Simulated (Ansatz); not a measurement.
Ansatz results at the PBE0-D4/def2-TZVP geometry: LUMO energy (PBE/def2-TZVPP) -3.16 eV; HOMO–LUMO gap (PBE0/def2-TZVPP) 5.47 eV; zero-point energy (PBE0-D4/def2-TZVP) 241.5 kJ/mol.

Each molecule was computed in one conformer, which needn't be the lowest.

(1) Which molecule gave them?
A. `NS`
B. `O=C(Cl)c1ccc(Cl)cc1`
C. `C1C[C@@H]2C[C@@H]2C1`
D. `[F][Ga]`

Answers

(1) B. The others give `C1C[C@@H]2C[C@@H]2C1`: 0.53, 8.88, 385.9; `[F][Ga]`: -2.09, 6.42, 3.7; `NS`: -0.87, 7.11, 93.4.
